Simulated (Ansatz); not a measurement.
`O[SiH2]CBr` + H₂ → `O[SiH3]` + `CBr` at 700 K and 1 bar (hydrogenolysis of the Si–C bond).

Program: Ansatz. Geometries: PBE0-D4/def2-TZVP. ΔE: electronic, gas phase. CCSD(T)/CBS is the MP2 limit (def2-TZVPP, def2-QZVPP) plus CCSD(T) − MP2 in def2-TZVPP, frozen cores. This one scheme is used for every species. For Br outer-core shells are correlated without core-valence functions, which leaves a few kJ/mol of doubt a bond. Scalar relativity is left out up to krypton. One conformer a species, not always the lowest.

```json
{"species": "`O[SiH2]CBr`", "CCSD(T)/CBS energy (Eh)": "-2978.68339", "H − E (kJ/mol)": "224.4", "S (J/(mol·K))": "443.6"}
{"species": "H₂", "CCSD(T)/CBS energy (Eh)": "-1.17544", "H − E (kJ/mol)": "46.8", "S (J/(mol·K))": "155.3"}
{"species": "`O[SiH3]`", "CCSD(T)/CBS energy (Eh)": "-366.69042", "H − E (kJ/mol)": "144.6", "S (J/(mol·K))": "321.6"}
{"species": "`CBr`", "CCSD(T)/CBS energy (Eh)": "-2613.17401", "H − E (kJ/mol)": "130.7", "S (J/(mol·K))": "291.4"}
```

H − E and S are ideal-gas, rigid-rotor, harmonic terms from PBE0-D4/def2-TZVP, for one conformer and one mirror image of each species. The MP2-based limit puts H₂ 0.8 mEh under its directly extrapolated value; such offsets cancel only in part. 1 Eh = 2625.50 kJ/mol, R = 8.31446 J/(mol·K).

Question: By hand: ΔE, ΔH, ΔS and ΔG.

Answer: ΔE = (-366.69042) + (-2613.17401) − (-2978.68339) − (-1.17544) = -0.00560 Eh = -14.7 kJ/mol. Δ(H − E) = 144.6 + 130.7 − 224.4 − 46.8 = 4.1, so ΔH = -10.6 kJ/mol. ΔS = 321.6 + 291.4 − 443.6 − 155.3 = 14.1 J/(mol·K). ΔG = -10.6 − 700 × (14.1)/1000 = -20.5 kJ/mol.

Question: By hand: the equilibrium constant, and the temperature at which ΔG would vanish if ΔH and ΔS stayed fixed.

Answer: log₁₀ K = −ΔG/(RT ln 10) = 1.5. ΔH and −TΔS have one sign here, so there is no such temperature.

TΔS isn't small against ΔH here. A doubt of 5 kJ/mol in ΔE shifts log₁₀ K by 0.4 here. Other conformers and mirror images would add mixing entropy, several J/(mol·K) or more a flexible species. These are equilibria of isolated gas molecules and say nothing of rates. Largest T1 diagnostic: 0.011 (customary marks: 0.02 for closed shells, 0.045 for open ones).
